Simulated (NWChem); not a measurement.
System: C₂H₄BNO₂; SMILES C(C#N)B(O)O

Here is an NWChem input.

```
start job
memory heap 200 mb stack 900 mb global 1100 mb
geometry units angstroms noautosym nocenter noautoz
  N      0.366985    -2.575419     0.000000
  C     -0.287885    -1.615091     0.000000
  C     -0.994965    -0.340684     0.000000
  B      0.023578     0.900276     0.000000
  O      1.378242     0.758332     0.000000
  O     -0.531718     2.142521     0.000000
  H     -1.650644    -0.277067    -0.877783
  H     -1.650644    -0.277067     0.877783
  H      1.668173    -0.167887     0.000000
  H      0.153132     2.829709     0.000000
end
basis spherical
  N library 6-31g*
  C library 6-31g*
  B library 6-31g*
  O library 6-31g*
  H library 6-31g*
end
dft
  xc hfexch
  iterations 150
  mulliken
end
task dft energy
esp
  recalculate
  probe 0.07
  range 0.3
  factor 1.0
  spacing 0.02
end
task esp
```

Output (shortened):

```
             Northwest Computational Chemistry Package (NWChem) 7.3.0
             --------------------------------------------------------

                             Geometry "geometry" -> ""
                             -------------------------

 Output coordinates in angstroms (scale by  1.889725989 to convert to a.u.)

  No.       Tag          Charge          X              Y              Z
 ---- ---------------- ---------- -------------- -------------- --------------
    1 N                    7.0000     0.36698500    -2.57541900     0.00000000
    2 C                    6.0000    -0.28788500    -1.61509100     0.00000000
    3 C                    6.0000    -0.99496500    -0.34068400     0.00000000
    4 B                    5.0000     0.02357800     0.90027600     0.00000000
    5 O                    8.0000     1.37824200     0.75833200     0.00000000
    6 O                    8.0000    -0.53171800     2.14252100     0.00000000
    7 H                    1.0000    -1.65064400    -0.27706700    -0.87778300
    8 H                    1.0000    -1.65064400    -0.27706700     0.87778300
    9 H                    1.0000     1.66817300    -0.16788700     0.00000000
   10 H                    1.0000     0.15313200     2.82970900     0.00000000

 Effective nuclear repulsion energy (a.u.)     198.3900647837

  xc_inp: hfexch multiplicative factor not found.

                                 NWChem DFT Module
                                 -----------------

 Summary of "ao basis" -> "ao basis" (spherical)
 ------------------------------------------------------------------------------
       Tag                 Description            Shells   Functions and Types
 ---------------- ------------------------------  ------  ---------------------
 N                           6-31g*                  6       14   3s2p1d
 C                           6-31g*                  6       14   3s2p1d
 B                           6-31g*                  6       14   3s2p1d
 O                           6-31g*                  6       14   3s2p1d
 H                           6-31g*                  2        2   2s

            General Information
            -------------------
          SCF calculation type: DFT
          Wavefunction type:  closed shell.
          No. of atoms     :    10
          No. of electrons :    44
           Alpha electrons :    22
            Beta electrons :    22
          Charge           :     0
          Spin multiplicity:     1
          Use of symmetry is: off; symmetry adaption is: off
          Maximum number of iterations: 150
          AO basis - number of functions:    92
                     number of shells:    44
          Convergence on energy requested:  1.00D-06
          Convergence on density requested:  1.00D-05
          Convergence on gradient requested:  5.00D-04

              XC Information
              --------------
                     Hartree-Fock (Exact) Exchange  1.000

      Superposition of Atomic Density Guess
      -------------------------------------

 Sum of atomic energies:        -305.64196966

      Non-variational initial energy
      ------------------------------

 Total energy =    -308.379012
 1-e energy   =    -808.927598
 2-e energy   =     302.158521
 HOMO         =      -0.375575
 LUMO         =       0.066317

     ---------------------------------------------
      Total Density - Mulliken Population Analysis
     ---------------------------------------------

    Atom       Charge   Shell Charges
 -----------   ------   -------------------------------------------------------
    1 N    7     7.89   2.00  0.88  2.45  0.99  1.53  0.03
    2 C    6     5.30   2.00  0.73  1.57  0.43  0.52  0.05
    3 C    6     6.62   2.00  0.71  2.00  0.63  1.27  0.02
    4 B    5     4.06   2.00  0.53  1.02  0.25  0.13  0.12
    5 O    8     8.89   2.00  0.93  3.13  0.89  1.93  0.01
    6 O    8     8.88   2.00  0.93  3.12  0.89  1.93  0.01
    7 H    1     0.72   0.44  0.28
    8 H    1     0.72   0.44  0.28
    9 H    1     0.45   0.35  0.10
   10 H    1     0.46   0.35  0.11

   convergence    iter        energy       DeltaE   RMS-Dens  Diis-err
 ---------------- ----- ----------------- --------- --------- ---------
 d= 0,ls=0.0,diis     1   -306.8830433592 -5.05D+02  1.11D-02  1.17D+00
 d= 0,ls=0.0,diis     2   -306.9657170214 -8.27D-02  5.20D-03  6.65D-01
 d= 0,ls=0.0,diis     3   -307.0328584405 -6.71D-02  1.26D-03  1.59D-02
 d= 0,ls=0.0,diis     4   -307.0354222641 -2.56D-03  4.78D-04  3.54D-03
 d= 0,ls=0.0,diis     5   -307.0358445086 -4.22D-04  1.62D-04  1.08D-04
  Resetting Diis
 d= 0,ls=0.0,diis     6   -307.0358706612 -2.62D-05  5.00D-05  1.11D-05
 d= 0,ls=0.0,diis     7   -307.0358728944 -2.23D-06  7.96D-06  4.76D-07
 d= 0,ls=0.0,diis     8   -307.0358729696 -7.53D-08  2.96D-06  1.33D-07

         Total DFT energy =     -307.035872969634
      One electron energy =     -812.480828964217
           Coulomb energy =      345.897960473040
    Exchange-Corr. energy =      -38.843069262141
 Nuclear repulsion energy =      198.390064783684

 Numeric. integr. density =        0.000000000000

                       DFT Final Molecular Orbital Analysis
                       ------------------------------------

 Vector   20  Occ=2.000000D+00  E=-5.153526D-01
              MO Center=  3.7D-01,  1.4D+00, -7.4D-16, r^2= 2.1D+00
   Bfn.  Coefficient  Atom+Function         Bfn.  Coefficient  Atom+Function
  ----- ------------  ---------------      ----- ------------  ---------------
    75     -0.457693   6 O  pz               61      0.435175   5 O  pz
    79     -0.369734   6 O  pz               65      0.353254   5 O  pz
     5      0.034338   1 N  pz               55     -0.033309   4 B  d  1
    23      0.032015   2 C  pz               19      0.030381   2 C  pz
    53     -0.025252   4 B  d -1

 Vector   21  Occ=2.000000D+00  E=-4.613851D-01
              MO Center= -9.0D-02, -1.9D+00, -3.5D-15, r^2= 1.9D+00
   Bfn.  Coefficient  Atom+Function         Bfn.  Coefficient  Atom+Function
  ----- ------------  ---------------      ----- ------------  ---------------
     5      0.426558   1 N  pz               19      0.349269   2 C  pz
     9      0.278986   1 N  pz               23      0.244177   2 C  pz
    33     -0.151022   3 C  pz               37     -0.133077   3 C  pz
    85      0.098923   7 H  s                87     -0.098923   8 H  s
    86      0.086910   7 H  s                88     -0.086910   8 H  s

 Vector   22  Occ=2.000000D+00  E=-4.528394D-01
              MO Center= -8.1D-02, -1.6D+00,  3.8D-15, r^2= 2.5D+00
   Bfn.  Coefficient  Atom+Function         Bfn.  Coefficient  Atom+Function
  ----- ------------  ---------------      ----- ------------  ---------------
     3      0.330377   1 N  px               17      0.251158   2 C  px
     4      0.229323   1 N  py                7      0.224015   1 N  px
    31     -0.189159   3 C  px               21      0.186939   2 C  px
    18      0.172878   2 C  py               35     -0.163086   3 C  px
     8      0.151965   1 N  py               46      0.133300   4 B  py

 Vector   23  Occ=0.000000D+00  E= 1.798921D-01
              MO Center= -4.6D-01, -2.6D-01, -1.1D-13, r^2= 4.0D+00
   Bfn.  Coefficient  Atom+Function         Bfn.  Coefficient  Atom+Function
  ----- ------------  ---------------      ----- ------------  ---------------
    86      0.779560   7 H  s                88     -0.779560   8 H  s
    37      0.530715   3 C  pz               51      0.481873   4 B  pz
     9     -0.322783   1 N  pz               47      0.286019   4 B  pz
    23      0.278911   2 C  pz               65     -0.224221   5 O  pz
     5     -0.219065   1 N  pz               79     -0.211369   6 O  pz

[...]

                     NWChem Electrostatic Potential Fit Module
                     -----------------------------------------

 Atom parameters

 Number of atoms is                                   10
 Number of basis functions is                         92

 Grid parameters

 Maximum number of grid points is                  39062
 Number of grid points is                          39061
 Grid range                                     0.300000 nm
 Grid spacing                                   0.020000 nm
 Probe radius                                   0.070000 nm
 Atom radius factor                             1.000000

 Atomic radii

    1    0.100000
    5    0.158000
    6    0.147000
    7    0.140000
    8    0.136000
 FASTESP  F
  using M.O. file = ./job.movecs

    Atom              Coordinates                           Charge

                                                  ESP

    1 N     0.036699   -0.257542    0.000000   -0.483052
    2 C    -0.028789   -0.161509    0.000000    0.308060
    3 C    -0.099497   -0.034068    0.000000   -0.259221
    4 B     0.002358    0.090028    0.000000    0.842302
    5 O     0.137824    0.075833    0.000000   -0.775124
    6 O    -0.053172    0.214252    0.000000   -0.791285
    7 H    -0.165064   -0.027707   -0.087778    0.115614
    8 H    -0.165064   -0.027707    0.087778    0.115051
    9 H     0.166817   -0.016789    0.000000    0.447312
   10 H     0.015313    0.282971    0.000000    0.480345
                                            ------------
                                               -0.000000

 Dipole moment                                  1.068720

 Quadrupole moment Qxx                          8.125136
                   Qyy                        -18.447821
                   Qzz                         10.322685

 RMS deviation kJ/mol                           0.046942

 RRMS %                                        15.387363
```

Level: Hartree-Fock/6-31G* (spherical d). The geometry was optimised at B3LYP/6-31G* (spherical d).
